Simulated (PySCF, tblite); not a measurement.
C6H6F2.
Structure used (GFN2-xTB), in Å, numbered top down from 1:
```
atom  x, y, z in Å
C1     2.2777   -0.0975    0.0102
C2     0.9890    0.6053   -0.2352
F3     1.1487    1.8712   -0.7032
C4    -0.2370    0.1408   -0.0507
C5    -0.8183   -1.1172    0.4194
C6    -2.0583   -0.6413    0.2567
F7    -3.2766   -1.1394    0.4515
C8    -1.6416    0.7128   -0.2469
H9     2.8708    0.4583    0.7358
H10    2.0929   -1.0985    0.3835
H11    2.8508   -0.1532   -0.9148
H12   -0.3972   -2.0432    0.7564
H13   -1.8922    1.5579    0.3921
H14   -1.9094    0.9433   -1.2769
```

Method: CAM-B3LYP/def2-SVPD in PySCF (dipole) on a GFN2-xTB geometry, gas phase.

Take the most abundant isotopes and a rigid rotor. 

**Question.** Give the principal moments of inertia and the rotational constants in cm⁻¹.

**Answer.** Ia = 90.92, Ib = 461.49, Ic = 546.09 u·Å²; 505379 MHz·u·Å²/I gives 5558, 1095 and 925.4 MHz, that is A = 0.18541, B = 0.03653, C = 0.03087 cm⁻¹.

**Question.** Classify the top.

**Answer.** A near-prolate asymmetric top: κ = (2 × 1095 − 5558 − 925.4)/(5558 − 925.4) = -0.93.

**Question.** What does the inertial defect say?

**Answer.** Not planar: Δ = Ic − Ia − Ib = -6.31 u·Å². For a rigid frame Δ = −2 Σ m c², so Σ m c² = 3.16 u·Å² lies off the ab plane, practically all of it from hydrogen. The atom farthest from that plane is 0.89 Å away.

**Question.** List the rotational levels J(Ka,Kc) to J = 3 (K).

**Answer.** Above 0(0,0), as E/k:
J = 1: 1(0,1) 0.097, 1(1,1) 0.311, 1(1,0) 0.319
J = 2: 2(0,2) 0.291, 2(1,2) 0.497, 2(1,1) 0.521, 2(2,1) 1.164, 2(2,0) 1.164
J = 3: 3(0,3) 0.581, 3(1,3) 0.776, 3(1,2) 0.824, 3(2,2) 1.455, 3(2,1) 1.456, 3(3,1) 2.546, 3(3,0) 2.546
Those of J = 1 are B + C, A + C and A + B.

**Question.** Predict some low-J microwave lines.

**Answer.** The dipole components are |μa| = 0.56 D, |μb| = 1.34 D, |μc| = 0.00 D; the mirror of this Cs structure is the ab plane, so μc vanishes by symmetry and there are no c-type lines. Intensities carry the squares of the components, which stand as 0.18 : 1.00 (a : b). Some lines, for components of 0.1 D or more:

| type | branch | J(Ka,Kc) | MHz | lower level (cm⁻¹) |
| --- | --- | --- | --- | --- |
| a | Q | 2(1,1) ← 2(1,2) | 509 | 0.345 |
| a | Q | 4(1,3) ← 4(1,4) | 1696 | 0.797 |
| a | R | 2(1,1) ← 1(1,0) | 4211 | 0.222 |
| b | Q | 1(1,0) ← 1(0,1) | 4633 | 0.067 |
| a | R | 3(2,2) ← 2(2,1) | 6062 | 0.809 |
| a | R | 3(2,1) ← 2(2,0) | 6081 | 0.809 |
| b | R | 1(1,1) ← 0(0,0) | 6484 | 0.000 |
| a | R | 4(0,4) ← 3(0,3) | 8035 | 0.404 |
| a | R | 4(3,2) ← 3(3,1) | 8091 | 1.770 |
| a | R | 4(2,2) ← 3(2,1) | 8126 | 1.012 |
| a | R | 4(1,3) ← 3(1,2) | 8412 | 0.573 |
| b | Q | 3(2,2) ← 3(1,3) | 14157 | 0.539 |
| b | R | 2(2,0) ← 1(1,1) | 17775 | 0.216 |
| b | R | 3(2,1) ← 2(1,2) | 19984 | 0.345 |
| b | Q | 3(3,0) ← 3(2,1) | 22720 | 1.012 |
| b | Q | 4(3,2) ← 4(2,3) | 22757 | 1.281 |

Its GFN2-xTB frequencies are all real (lowest 95 cm⁻¹). Zero-point vibration and centrifugal distortion are left out. A rigid rotor knows nothing of internal rotation, which can split or shift real lines.

On an Arm Neoverse V1 with one thread, shared host, this took 56 s wall and 0.96 GiB of memory at its peak. This is the CAM-B3LYP/def2-SVPD job that gave the dipole, with the excitations it also computed.
